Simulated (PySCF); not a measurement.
Species: C2H5F2NSi.
SMILES with atom numbers: `[F:1][CH:2]([F:3])/[CH:4]=[N:5]/[SiH3:6]` (hydrogens: H7 on C2; H8 on C4; H9, H10, H11 on Si6)

Method used: PBE0-D3(BJ)/def2-SVP geometry optimisation, gas phase in PySCF.

Question: List the bond lengths, angles and torsions at this level.

Answer: 
```csv
bond,length (Å)
"F1–C2, C2–F3",1.350
C2–C4,1.508
C4=N5,1.260
N5–Si6,1.762
C2–H7,1.102
C4–H8,1.113
Si6–H9,1.500
"Si6–H10, Si6–H11",1.490
```

Bonds in one row agree within 0.01 Å and their mean is given. A selection of angles:
```csv
angle,degrees
F1–C2–F3,107.7
F1–C2–C4,109.1
F1–C2–H7,109.8
C4–C2–H7,111.3
C2–C4–N5,120.8
C2–C4–H8,113.6
N5–C4–H8,125.6
C4–N5–Si6,125.0
N5–Si6–H9,112.1
N5–Si6–H10,107.6
H9–Si6–H10,110.0
```

Dihedral angles: F1–C2–C4–N5 122° (anticlinal); C2–C4–N5–Si6 180° (antiperiplanar).

N5 (C=N nitrogen) is bent (angle 125.0°). Si6 (SiH3 silicon) is tetrahedral (angles from 107.5° to 112.1°).

Point group: Cs (every atom within 0.08 Å of its image). Whether it is a minimum is left open (no frequencies). The numbers are those of one conformer.
